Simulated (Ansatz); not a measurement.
Stepwise reaction of `[Cl][Sn][Cl]` with ammonia, as a gas-phase model of exchange steps in deposition or etching. ΔE in kJ/mol; ΔG adds harmonic PBE0-D4 terms to CCSD(T)/CBS, at 1 bar.

Isolated molecules relaxed with PBE0-D4/def2-TZVP in Ansatz; ΔE leaves out vibrations. CBS: MP2 limit from def2 TZ/QZ plus the TZ coupled-cluster correction, frozen cores. This one scheme is used for every species. Functionals use def2-TZVPP. B3LYP here is the variant with VWN-RPA as its local correlation; programs differ in this. def2 core potentials past Kr. For Sn outer-core shells are correlated without core-valence functions, which leaves a few kJ/mol of doubt a bond. Each species was taken in one conformer, which may not be the lowest.

```csv
step,reaction,PBE-D4,B3LYP-D4,ωB97M-V,CCSD(T)/CBS,ΔG(500 K)
1,`[Cl][Sn][Cl]` + NH₃ → `[NH2][Sn][Cl]` + HCl,89.1,91.1,86.8,85.3,76.3
2,`[NH2][Sn][Cl]` + NH₃ → `[NH2][Sn][NH2]` + HCl,112.6,114.5,110.7,109.4,100.4
```

Task: By hand: ΔE of the 2 steps together at CCSD(T)/CBS.

Result: (85.3) + (109.4) = 194.7 kJ/mol, or 97.3 kJ/mol a step.

In ΔE each step is higher than the one before. All are uphill at CCSD(T)/CBS. ΔG lies between 76.3 and 100.4 kJ/mol a step. PBE-D4 differs from CCSD(T)/CBS by 3.2 to 3.8 kJ/mol a step. Isolated molecules leave out the surface, adducts and barriers. Largest T1 diagnostic: 0.016.
